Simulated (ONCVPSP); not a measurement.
## nickel (Ni) ONCV: all-electron and pseudo phase curves

```json
{
 "Element": "nickel",
 "Generator": "ONCVPSP 4.0.1",
 "Type": "optimised norm-conserving Vanderbilt (ONCV)",
 "Functional": "LDA (Perdew-Wang 92)",
 "Relativity": "scalar-relativistic",
 "Frozen core": "[Ne]",
 "Valence charge": "18",
 "Reference configuration": "3s2 3p6 3d8 4s2",
 "Partial waves": "3s+4s: rc 1.15 bohr, ncon 4, nbas 7, qcut 9.2 1/bohr, 3 projectors, debl 1.3 Ha; 3p: rc 1.20 bohr, ncon 4, nbas 8, qcut 9.4 1/bohr, 3 projectors, debl 0.9 Ha; 3d: rc 0.75 bohr, ncon 3, nbas 8, qcut 11 1/bohr, 2 projectors, debl 3.3 Ha",
 "Local potential": "polynomial inside 0.55 bohr (lpopt 5, dvloc0 0 Ha)",
 "Core correction": "Teter function, fcfact 3.75, rcfact 1.65"
}
```

In the p channel the program set the typed energies aside and used -2.619, 0.250, 1.150 Ha.

The phase is arctan(r·R′/R) of the radial function R(r), unwrapped; energies in Ha, scanned from -6 to 5 Ha. A pole is an energy at which the radial function vanishes at the test radius. The pseudo phase is shifted by a multiple of π to meet the all-electron one at the reference energy, and phase errors are pseudo minus all-electron; the curves can meet again beyond the range given. Levels narrower than the energy grid can be missing from the lists of poles.

| channel | radius (bohr) | reference energy (Ha) | poles, all-electron | poles, pseudo | unbroken range about the reference energy with phases within 0.05 rad | phase error 1 Ha above the reference energy (rad) |
| --- | --- | --- | --- | --- | --- | --- |
| s | 1.17 | -0.22 | -3.02 | -3.02 | the whole range | +0.000 |
| p | 1.22 | -2.62 | -1.66 | -1.66 | the whole range | +0.000 |
| d | 0.76 | -0.34 | none | none | the whole range | -0.001 |

Phases in the p channel:

```json
{"E (Ha)": "-5.96", "all-electron": "1.132", "pseudo": "1.132"}
{"E (Ha)": "-5.40", "all-electron": "1.058", "pseudo": "1.058"}
{"E (Ha)": "-4.84", "all-electron": "0.935", "pseudo": "0.935"}
{"E (Ha)": "-4.28", "all-electron": "0.687", "pseudo": "0.687"}
{"E (Ha)": "-3.72", "all-electron": "0.092", "pseudo": "0.092"}
{"E (Ha)": "-3.16", "all-electron": "-0.808", "pseudo": "-0.808"}
{"E (Ha)": "-2.60", "all-electron": "-1.278", "pseudo": "-1.278"}
{"E (Ha)": "-2.04", "all-electron": "-1.486", "pseudo": "-1.486"}
{"E (Ha)": "-1.48", "all-electron": "-1.605", "pseudo": "-1.605"}
{"E (Ha)": "-0.92", "all-electron": "-1.689", "pseudo": "-1.689"}
{"E (Ha)": "-0.36", "all-electron": "-1.760", "pseudo": "-1.760"}
{"E (Ha)": "0.20", "all-electron": "-1.829", "pseudo": "-1.829"}
{"E (Ha)": "0.76", "all-electron": "-1.906", "pseudo": "-1.906"}
{"E (Ha)": "1.32", "all-electron": "-2.001", "pseudo": "-2.001"}
{"E (Ha)": "1.88", "all-electron": "-2.130", "pseudo": "-2.130"}
{"E (Ha)": "2.44", "all-electron": "-2.322", "pseudo": "-2.322"}
{"E (Ha)": "3.00", "all-electron": "-2.627", "pseudo": "-2.627"}
{"E (Ha)": "3.56", "all-electron": "-3.080", "pseudo": "-3.080"}
{"E (Ha)": "4.12", "all-electron": "-3.567", "pseudo": "-3.567"}
{"E (Ha)": "4.68", "all-electron": "-3.924", "pseudo": "-3.924"}
```
